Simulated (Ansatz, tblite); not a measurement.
Adding an electron: the cluster Ag₄⁺. Charge 1, multiplicity 2. Geometry: PBE0-D4/def2-SVP. Ansatz, gas phase; energy differences of separate SCF runs; the reduced species is a singlet (the triplet lies 0.78 eV higher at PBE0-D4/def2-TZVP).

```tsv
atom	x (Å)	y (Å)	z (Å)
Ag1	0.868	1.011	0.119
Ag2	1.109	-0.709	-2.058
Ag3	-1.113	0.713	2.054
Ag4	-0.864	-1.015	-0.116
```

In the def2 sets Ag takes a core potential; there is no spin–orbit coupling. The xTB rows come from tblite. The structure comes from a short search, and lower isomers may exist.

| level | −HOMO (eV) | −LUMO (eV) | vertical EA (eV) | HOMO–LUMO gap (eV) |
| --- | --- | --- | --- | --- |
| GFN1-xTB | – | – | 11.38 | – |
| GFN2-xTB | – | – | 11.98 | – |
| PBE-D4/def2-TZVP | 9.24 | 8.89 | 6.67 | 0.35 |
| r2SCAN-D4/def2-TZVP | 9.21 | 8.58 | 6.49 | 0.63 |
| PBE0-D4/def2-TZVP | 9.60 | 7.90 | 6.34 | 1.70 |

  HOMO and LUMO are the levels of the spin that leaves or enters (xTB has no such levels and no spin-polarisation term). Other spin states of the ions may lie lower, which would lower the ionisation energy or raise the affinity. Raw xTB energy differences between charge states are shifted by several eV; the methods need an empirical correction for them.
